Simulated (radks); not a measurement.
Problem. These are the eigenvalues of the occupied orbitals of an atom or ion with whole-number occupations (hartree). All-electron calculation, scalar-relativistic Kohn-Sham, PBE, spin-polarised, spherical densities, point nucleus. Program: a radial shooting solver on a logarithmic mesh with Libxc functionals.

1s down: -692.9274
1s up: -692.9272
2s up: -98.42597
2s down: -98.42104
2p up: -88.06939
2p down: -88.06576
3s up: -17.85696
3s down: -17.85439
3p up: -14.47194
3p down: -14.46904
3d up: -8.94227
3d down: -8.93768
4s up: -3.81564
4s down: -3.78577
4p up: -2.90997
4p down: -2.87682
4d up: -1.61233

Which element is it, and in what charge state? The configuration may be excited. Open shells, if any, are filled with parallel spins first.

Solution. Z = 41, niobium, charge +4: Nb4+ in [Kr] 4d1. The list shows which subshells hold electrons but not how many an open one holds; the 1s level, -692.93 hartree, gives Z - s = 37.2 by -(Z - s)^2/2, which with screening and relativity narrows Z to a few neighbours, and the depths of the outer levels then fix element, charge and occupations together.
